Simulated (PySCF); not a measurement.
Be(I)(OH) (BeHIO), SMILES [I][Be][OH].

Geometry: r2SCAN-D4/def2-TZVP. The def2 effective core potentials stand for the cores of I; spin–orbit coupling is left out. Other conformers were not sampled.

Vertical ionisation energy (IE) and electron affinity (EA) in eV. Rows of orbital energies are one-electron estimates. Where ΔSCF, EOM or ADC give a negative EA the extra electron is unbound and the value depends on the basis.

```json
[
 {"level": "−ε(HOMO), −ε(LUMO), B3LYP/def2-TZVPD (PySCF)", "IE": "?", "EA": "?"},
 {"level": "−ε(HOMO), −ε(LUMO), PBE/def2-TZVPD (PySCF)", "IE": "6.72", "EA": "1.36"}
]
```

### Question
What belongs in the gaps? (An estimate is asked for; the answer gives what the named calculation found.)

### Answer

- −ε(HOMO), −ε(LUMO), B3LYP/def2-TZVPD (PySCF), IE: 7.59
- −ε(HOMO), −ε(LUMO), B3LYP/def2-TZVPD (PySCF), EA: 0.96
